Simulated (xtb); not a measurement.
boron oxyfluoride (BFO), singlet, at a GFN2-xTB geometry, atoms displaced at random by about 0.05 Å a coordinate. Base run: GFN2-xTB (xtb 6.7.1).

Input for xtb:
```
$ xtb mol.xyz --gfn 2 --opt --json

# file mol.xyz
3

F      0.01293467     0.03224765    -1.14814566
B     -0.03012391     0.01218577     0.09621353
O     -0.02183037    -0.01734108     1.20354462
```

Base: optimiser steps 8.

A changed run: ΔE vs base (kcal/mol) -1.90; optimiser steps 8.

**Question.** Name the change that produced these shifts.
A. opt level = sloppy
B. alpb = ch2cl2
C. engine = lbfgs
D. alpb = methanol
E. engine = inertial

**Answer.** B, alpb = ch2cl2
